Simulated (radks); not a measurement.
Problem. Xe, configuration [Xe] (the NIST ground configuration). All-electron calculation, scalar-relativistic Kohn-Sham, SCAN, spin-unpolarised, spherical densities, finite nucleus; meta-GGA in the generalised Kohn-Sham scheme; Fermi nuclear charge, rms radius 4.7859 fm. Program: a radial shooting solver on a logarithmic mesh with Libxc functionals. Some entries of the table are withheld. Estimate them.

orbital,occ.,eigenvalue (eV),r(max) (bohr),<1/r> (bohr^-1)
1s,2,(1),0.01715,(2)
2s,2,-5376.659,0.09685,13.35
2p,6,-4820.550,0.07783,12.73
3s,2,-1107.307,0.2784,4.807
3p,6,-926.2129,0.2726,(3)
3d,10,-658.5460,0.2263,4.310
4s,2,-202.3538,0.6617,1.944
4p,6,-144.6984,0.6937,1.786
4d,10,(4),0.7480,1.511
5s,2,-20.4910,1.627,0.6968
5p,6,-8.5761,1.906,(5)

Solution. 
(1) 1s eigenvalue (eV): -34430.29
(2) 1s <1/r> (bohr^-1): 58.10
(3) 3p <1/r> (bohr^-1): 4.559
(4) 4d eigenvalue (eV): -60.5212
(5) 5p <1/r> (bohr^-1): 0.5627
